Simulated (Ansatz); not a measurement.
`[O]=[Mo]([F])(=[S])[Cl]`, one more setting.

```yaml
crystal:
  periodic: [false, false, false]
  atoms:
    - {symbol: O, position_ang: [-0.347007, -0.113161, 1.675848]}
    - {symbol: Mo, position_ang: [0.061410, -0.067882, 0.068905]}
    - {symbol: F, position_ang: [1.596931, -1.027251, -0.225438]}
    - {symbol: S, position_ang: [-1.519790, -0.932393, -0.997736]}
    - {symbol: Cl, position_ang: [0.258356, 2.067087, -0.563078]}
basis:
  gaussian: {orbitals: def2-mTZVPP}
total_charge: 1
magnetization: {spin_polarized: true, initial_magnetization: 1}
hamiltonian: {xc: {name: wPBEh}}
output: {forces: true}
```

```sh
$ ansatz run in.yaml --threads 4 --pin off --events-out ev --progress --plain --max-ram 10444MiB
```

Shortened log:

```
Functional definition: wPBEh
1286 factors; integrals over basis functions are off by at most 3.3e-4 eV
91 factors; integrals over basis functions are off by at most 9.6e-7 eV
mean field evaluation 1: about -29943.3270 eV, gradient 7.3e1 eV
mean field evaluation 2: about -29657.9572 eV, gradient 2.3e2 eV
mean field evaluation 4: about -29933.1543 eV, gradient 8.2e1 eV
mean field evaluation 8: about -29963.0534 eV, gradient 3.0e0 eV
mean field evaluation 16: about -29963.1377 eV, gradient 7.1e-2 eV
mean field evaluation 32: about -29963.1381 eV, gradient 2.2e-4 eV
mean field -29963.13806779 eV, -1101.1250142468 hartree, gradient 3.1e-5 eV, S^2 0.778626; 2 other end points of the search recorded, 0 dependent functions left out
reference -29963.13811433 eV, -1101.1250159573 hartree; 32, 31 occupied and 103, 104 virtual orbitals, 1286 factors
Total energy: -29963.13811433 eV, -1101.1250159573 hartree
Atom 0 at    -0.347007    -0.113161     1.675848 Å, force    -0.519459    -0.243570     0.289210 eV/Å
Atom 1 at     0.061410    -0.067882     0.068905 Å, force     3.734061     2.057521     0.878342 eV/Å
Atom 2 at     1.596931    -1.027251    -0.225438 Å, force    -0.506977     0.256024     0.052171 eV/Å
Atom 3 at    -1.519790    -0.932393    -0.997736 Å, force    -2.585930    -1.350121    -1.365399 eV/Å
Atom 4 at     0.258356     2.067087    -0.563078 Å, force    -0.121696    -0.719854     0.145676 eV/Å
Dipole moment:    -0.488258    -0.116262    -0.325099 e Å
```

Run time 7 s (4 threads of an Arm Neoverse V1 on a shared host); peak host memory 0.49 GiB.
